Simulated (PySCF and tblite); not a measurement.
The numbers below are computed, except where a source is named.
C8H8O, numbered as in [CH:1]#[C:2][C:3]#[C:4]/[C:5]([CH3:6])=[CH:7]\[O:8][CH3:9].

Search: ETKDG, MMFF94s, GFN2-xTB, 60 starts; geometries at GFN2-xTB. Weights use PBE0-D3(BJ)/pcSseg-1 energies plus GFN2-xTB zero-point and thermal terms (modes under about 100 cm⁻¹ blended into free rotors). Symmetry numbers and mirror images are counted. Conformers within 3 kcal/mol (GFN2-xTB free energy) were kept, 10 at most. Programs: PySCF with density fitting and tblite.

Rotational constants are equilibrium values for the commonest isotopes; dipoles come from the energy level named.

Torsions listed: C5–C7–O8–C9.

```csv
conformer,shape,symmetry,weight %
1,178°,Cs,68.6
2,0°,Cs,31.4
```

Sets of constants, in random order:

| set | A (MHz) | B (MHz) | C (MHz) | abs μa (D) | abs μb (D) | abs μc (D) |
| --- | --- | --- | --- | --- | --- | --- |
| P | 2500 | 939 | 688 | 0.47 | 0.25 | 0.00 |
| Q | 2461 | 803 | 610 | 3.20 | 0.17 | 0.05 |

Task: Match each set to its conformer.

Result: P is conformer 2, Q is conformer 1.
